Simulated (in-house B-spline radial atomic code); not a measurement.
## Ionising the cadmium ion Cd⁺ with different functionals

Computed with a radial B-spline atomic code at the basis-set limit: non-relativistic Hamiltonian, point nucleus, spin-polarised at highest spin, spherical fractional occupations for the functionals, and exact exchange of hybrids averaged over the configuration. The ionisation energy is the difference of two self-consistent energies, [Kr] 4d10 5s1 → [Kr] 4d10, without Breit or QED terms; ε is the level of the shell that loses the electron (its least bound occupied spin orbital). There is no spin-orbit coupling in this Hamiltonian.

```csv
method,rung,ΔSCF (eV),-ε(5s) (eV)
PBE0,global hybrid,16.18,13.46
B3LYP,global hybrid,16.51,13.48
TPSSh,global hybrid,16.06,12.90
M06-2X,global hybrid,16.01,13.97
BHandHLYP,global hybrid,16.04,14.15
r2SCAN0,global hybrid,16.07,13.69
B97-1,global hybrid,16.00,13.07
HSE06,range-separated hybrid,16.23,13.14
wB97X,range-separated hybrid,15.75,15.31
CAM-B3LYP,range-separated hybrid,16.40,14.78
LC-wPBE,range-separated hybrid,15.91,15.72
```

Task: Among the functionals, which spreads more, the ΔSCF values or the orbital energies?

Result: The orbital energies: ΔSCF values span about 0.76 eV and the orbital energies 2.81 eV.

Task: How do they compare with the NIST value?

Result: NIST lists 16.908 eV (measured, ground level to ground level). Errors run from -1.16 to -0.40 eV; B3LYP is closest (-0.40 eV), but part of that can be cancellation, since the calculations leave out relativity, Breit-QED terms.
